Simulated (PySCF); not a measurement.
A PySCF script (with the pyscf-properties extension) for the NMR shieldings of `N1(C)[Si@@](CN=C)(N)CC1`, C$_{5}$H$_{13}$N$_{3}$Si, on a GFN2-xTB geometry:

```python
import basis_set_exchange as bse
import numpy as np
from pyscf import gto, dft
from pyscf.prop import nmr

atoms = """
C     2.750877    1.773219    0.290467
N     2.480839    0.863790   -0.528565
C     1.235337    0.843481   -1.202805
Si    0.169886   -0.564098   -0.450417
N     1.311820   -1.678267    0.178300
C    -1.376549   -1.212091   -1.372661
C    -2.222643   -0.699549   -0.205269
N    -1.145884   -0.088650    0.553308
C    -1.390368    0.543751    1.815591
H     3.697824    1.738529    0.808492
H     2.086742    2.614623    0.520441
H     1.432476    0.612546   -2.249098
H     0.698869    1.799910   -1.142884
H     2.294245   -1.537524    0.018173
H     1.085505   -2.616419    0.459327
H    -1.634902   -0.749877   -2.318913
H    -1.428312   -2.288122   -1.495221
H    -2.710268   -1.501992    0.360353
H    -2.985579    0.031420   -0.493395
H    -2.081117    1.387980    1.702865
H    -0.449194    0.908497    2.219989
H    -1.830015   -0.161770    2.531074
"""
names = dict.fromkeys(["C", "N", "Si", "H"], "pcSseg-1")
basis = {el: gto.basis.parse(bse.get_basis(n, elements=[el], fmt="nwchem")) for el, n in names.items()}
mol = gto.M(atom=atoms, basis=basis, charge=0, verbose=0)
mf = dft.RKS(mol, xc="PBE0")
mf.grids.level = 2
mf.grids.alignment = dft.numint.BLKSIZE   # the property module wants whole blocks of grid points
mf.conv_tol = 1e-9
mf.kernel()

calc = nmr.RKS(mf)   # GIAO
C = mf.mo_coeff
Co = C[:, mf.mo_occ > 0]
resp = mf.gen_response(singlet=True, hermi=2)
def vind(x):   # induced exchange potential for any number of trial vectors
    d = np.einsum("pi,xij,qj->xpq", C, 2 * x.reshape(-1, C.shape[1], Co.shape[1]), Co, optimize=True)
    return np.einsum("xpq,pi,qj->xij", resp(d - d.transpose(0, 2, 1)), C, Co, optimize=True).ravel()
mo1, _ = nmr.rhf.solve_mo1(calc, with_cphf=vind)
sigma = calc.kernel(mo1)
for i, s in enumerate(sigma):   # ppm
    w = np.linalg.eigvalsh((s + s.T) / 2)
    print("%2d %-2s iso %8.1f  s11 %8.1f  s22 %8.1f  s33 %8.1f" % (i, mol.atom_pure_symbol(i), w.mean(), *w))
```

Problem. What does it print?

Solution. 
```
 0 C  iso     35.1  s11    -65.6  s22     56.3  s33    114.6
 1 N  iso   -137.2  s11   -528.6  s22   -166.6  s33    283.5
 2 C  iso    128.0  s11    101.7  s22    115.0  s33    167.2
 3 Si iso    366.0  s11    338.0  s22    374.9  s33    385.1
 4 N  iso    229.9  s11    209.6  s22    224.9  s33    255.1
 5 C  iso    168.0  s11    139.7  s22    174.5  s33    189.8
 6 C  iso    138.3  s11    119.8  s22    128.3  s33    166.8
 7 N  iso    198.6  s11    144.5  s22    195.1  s33    256.3
 8 C  iso    151.1  s11    127.9  s22    138.4  s33    187.0
 9 H  iso     24.7  s11     23.2  s22     23.7  s33     27.1
10 H  iso     24.1  s11     20.9  s22     24.1  s33     27.2
11 H  iso     27.7  s11     25.3  s22     27.1  s33     30.6
12 H  iso     28.5  s11     26.0  s22     28.4  s33     31.2
13 H  iso     29.7  s11     21.8  s22     27.3  s33     40.1
14 H  iso     30.7  s11     24.0  s22     26.9  s33     41.2
15 H  iso     30.2  s11     26.9  s22     27.7  s33     35.9
16 H  iso     30.4  s11     27.1  s22     27.6  s33     36.4
17 H  iso     28.8  s11     25.4  s22     26.0  s33     34.9
18 H  iso     28.7  s11     25.4  s22     26.2  s33     34.5
19 H  iso     29.1  s11     24.4  s22     26.9  s33     36.1
20 H  iso     29.0  s11     24.2  s22     28.0  s33     34.9
21 H  iso     29.1  s11     24.2  s22     26.8  s33     36.3
```

These numbers come from an equivalent density-fitted implementation of the same equations, which agrees with the script to about 0.01 ppm for H and up to a few tenths of a ppm for heavy atoms, so last digits may differ.

Problem. Turn these shieldings into chemical shifts. References, each an isolated molecule treated in the same way: $^{13}$C (186.93 ppm), $^{29}$Si (349.16 ppm), $^{1}$H (31.72 ppm) against TMS; $^{15}$N (267.73 ppm) against NH3.

Solution. Averaging equivalent atoms: C 0: 151.8; C 2: 58.9; C 6: 48.6; C 8: 35.8; C 5: 18.9; N 1: 405.0; N 7: 69.1; N 4: 37.9; Si 3: -16.9; H 10: 7.62; H 9: 7.04; H 11: 4.04; H 12: 3.21; H 18: 3.00; H 17: 2.96; H 19/20/21: 2.62; H 15: 1.52; H 13/14: 1.50; H 16: 1.35 ppm. Experimental scales use liquid or dissolved standards, which lie at an offset from isolated NH3 (liquid NH3: subtract about 20 ppm). Unscaled 15N shifts of sp2 nitrogen come out 20 to 40 ppm too high even then.

Size and cost of the density-fitted run: 225 basis functions, 80 s wall time on 1 thread of an Arm Neoverse N1, shared host; peak memory 1.1 GiB.
